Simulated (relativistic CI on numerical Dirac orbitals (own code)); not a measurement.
How well does a small relativistic CI reproduce Al⁺?

Computed by Dirac-Coulomb-Breit CI, KLI orbitals optimised for each configuration, model QED (radiative potential, 1s self-energy scaled to tabulated hydrogen-like ionisation energies), valence Slater integrals scaled by 0.85, P86 correlation estimate, and configurations built on the next ion tied to the tabulated ionisation energy (semi-empirical) (own radial code, finite nucleus).

CI space (outside the closed core [Ne]): 3s2, 3s.3p, 3p2, 3s.4s, 3s.3d, 3s.4p, 3s.5s, 3s.4d, 3s.4f, 3d2, 3p.4s, 3p.3d, 3s.5p, 3s.5d, 3s.5f, 3s.5g, 4s2, 3d.4s. Levels of other configurations are missing.

| Configuration | Term (tabulated) | J | Measured (cm⁻¹) | Computed | Error | Purity (%) |
| --- | --- | --- | --- | --- | --- | --- |
| 3s2 | 1S | 0 | 0.0 | 0 | 0 | 96 |
| 3s.3p | 3P° | 0 | 37393.0 | 35675 | -1718 | 99 |
| 3s.3p | 3P° | 1 | 37453.9 | 35731 | -1723 | 99 |
| 3s.3p | 3P° | 2 | 37577.8 | 35846 | -1731 | 99 |
| 3s.3p | 1P° | 1 | 59852.0 | 58375 | -1477 | 94 |
| 3p2 | 1D | 2 | 85481.4 | 84747 | -734 | 55 |
| 3s.4s | 3S | 1 | 91274.5 | 91437 | 163 | 100 |
| 3p2 | 3P | 0 | 94085.0 | 92089 | -1996 | 99 |
| 3p2 | 3P | 1 | 94147.5 | 92148 | -2000 | 99 |
| 3p2 | 3P | 2 | 94268.7 | 92261 | -2007 | 99 |
| 3s.4s | 1S | 0 | 95350.6 | 95799 | 448 | 99 |
| 3s.3d | 3D | 3 | 95549.4 | 95208 | -341 | 100 |
| 3s.3d | 3D | 2 | 95550.5 | 95210 | -340 | 100 |
| 3s.3d | 3D | 1 | 95551.4 | 95212 | -340 | 100 |
| 3s.4p | 3P° | 0 | 105427.5 | 105360 | -68 | 99 |
| 3s.4p | 3P° | 1 | 105441.5 | 105374 | -68 | 99 |
| 3s.4p | 3P° | 2 | 105470.9 | 105403 | -68 | 99 |
| 3s.4p | 1P° | 1 | 106920.6 | 107547 | 626 | 95 |
| 3p2 | 1S | 0 | 111637.3 | 111334 | -304 | 91 |
| 3s.5s | 3S | 1 | 120092.9 | 120529 | 436 | 100 |
| 3s.5s | 1S | 0 | 121366.7 | 122289 | 922 | 99 |
| 3s.4d | 3D | 3 | 121483.5 | 121369 | -115 | 100 |
| 3s.4d | 3D | 2 | 121483.9 | 121370 | -114 | 100 |
| 3s.4d | 3D | 1 | 121484.3 | 121371 | -113 | 100 |
| 3s.4f | 3F° | 2 | 123418.5 | 123826 | 407 | 97 |
| 3s.4f | 3F° | 3 | 123420.4 | 123828 | 408 | 97 |
| 3s.4f | 3F° | 4 | 123423.4 | 123831 | 408 | 97 |
| 3s.4f | 1F° | 3 | 123470.5 | 123902 | 432 | 98 |
| 3s.4d | 1D | 2 | 124794.1 | 126706 | 1912 | 69 |

Measured levels from NIST Handbook of Basic Atomic Spectroscopic Data (Sansonetti and Martin, J. Phys. Chem. Ref. Data 34, 1559 (2005)); pairs were made by configuration, J and term (by order where the table uses no LS term), so strongly mixed levels may be paired wrongly.

Mean error by configuration (cm⁻¹): 3s.3p -1662; 3p2 -1408; 3s.4s 305; 3s.3d -340; 3s.4p 106; 3s.5s 679; 3s.4d 392; 3s.4f 414. Over the excited levels the mean absolute error is 765 cm⁻¹ (28 of the 29 excited levels that our extract of the source holds in range could be paired, and the others can miss by more), and the median relative error of those above 1,000 cm⁻¹ is 0.36 %.

Transition probabilities of persistent lines. The last column rescales the computed rate by the cube of measured over computed energy:

```csv
λ measured (Å),Lower,Upper,A tabulated (s⁻¹),A computed,A rescaled
1539.83 vacuum,3s.3p 1P°_1,3s.4d 1D_2,8.80e+08,1.15e+09,9.88e+08
1670.79 vacuum,3s2 1S_0,3s.3p 1P°_1,1.46e+09,1.40e+09,1.51e+09
1719.44 vacuum,3s.3p 3P°_0,3s.3d 3D_1,6.79e+08,7.21e+08,6.72e+08
1721.27 vacuum,3s.3p 3P°_1,3s.3d 3D_2,9.14e+08,9.72e+08,9.06e+08
1724.98 vacuum,3s.3p 3P°_2,3s.3d 3D_3,1.21e+09,1.29e+09,1.20e+09
1763.95 vacuum,3s.3p 3P°_2,3p2 3P_2,9.80e+08,9.92e+08,1.01e+09
1858.03 vacuum,3s.3p 3P°_1,3s.4s 3S_1,2.48e+08,3.07e+08,2.77e+08
1862.31 vacuum,3s.3p 3P°_2,3s.4s 3S_1,4.12e+08,4.77e+08,4.30e+08
2816.18 air,3s.3p 1P°_1,3s.4s 1S_0,3.83e+08,6.22e+08,5.31e+08
4663.06 air,3p2 1D_2,3s.4p 1P°_1,5.30e+07,7.80e+07,6.49e+07
6243.36 air,3s.4p 3P°_2,3s.4d 3D_3,1.10e+08,1.13e+08,1.14e+08
```
